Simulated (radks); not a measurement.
Question: These are the eigenvalues of the occupied orbitals of an atom or ion with whole-number occupations (hartree). Method: non-relativistic Kohn-Sham, PBE, spin-polarised, spherical densities, point nucleus; computed with a radial shooting solver on a logarithmic mesh with Libxc functionals.

| orbital | eigenvalue |
|---|---|
| 1s up | -1793.485 |
| 1s down | -1793.482 |
| 2s up | -291.9321 |
| 2s down | -291.9263 |
| 2p up | -278.2849 |
| 2p down | -278.2796 |
| 3s up | -69.60731 |
| 3s down | -69.47031 |
| 3p up | -63.50360 |
| 3p down | -63.37825 |
| 3d up | -52.12454 |
| 3d down | -52.03373 |
| 4s up | -18.70818 |
| 4s down | -18.46715 |
| 4p up | -16.29257 |
| 4p down | -16.05216 |
| 4d up | -11.96727 |
| 4d down | -11.72716 |
| 5s up | -6.90842 |
| 5s down | -6.73957 |
| 4f up | -6.56992 |
| 5p up | -6.09025 |

Which element is it, and in what charge state? The configuration may be excited. Open shells, if any, are filled with parallel spins first.

Answer: Z = 65, terbium, charge +10: Tb10+ in [Kr] 4d10 4f6 5s2 5p1. The list shows which subshells hold electrons but not how many an open one holds; the 1s level, -1793.5 hartree, gives Z - s = 59.9 by -(Z - s)^2/2, which with screening narrows Z to a few neighbours, and the depths of the outer levels then fix element, charge and occupations together.
